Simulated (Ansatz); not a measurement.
Cartesian coordinates in Å:
```
O -1.7294 0.5802 1.0161
C -0.7279 0.2155 0.4519
Si 0.2424 -1.3813 0.9691
Ge -0.0408 1.3216 -1.0948
F 1.3954 0.4670 -1.6148
H -0.4531 -2.0146 2.1151
H 0.2821 -2.2848 -0.2082
H 1.6225 -0.9715 1.3312
H 0.4106 2.7280 -0.6727
H -1.0019 1.3398 -2.2929
```

Charge 0, multiplicity 1.

Question: List the PBE0/def2-TZVPP orbital energies in eV (the Gaussian-basis code of Ansatz). (Estimate.)

Answer: Computed: Occupied: -10860.94, -1802.93, -1359.15, -1208.98, -1208.96, -1208.95, -673.20, -523.58, -281.11, -171.93, -145.31, -121.78, -121.68, -121.67, -99.97, -99.95, -99.95, -34.98, -34.56, -34.55, -34.46, -34.45, -31.77, -30.15, -17.83, -16.07, -14.48, -12.80, -12.37, -12.27, -11.89, -11.74, -11.10, -10.20, -10.15, -9.83, -6.77. Lowest empty: -2.16, -0.40, 0.18, 0.81, 1.15, 1.36, 1.69, 1.97.
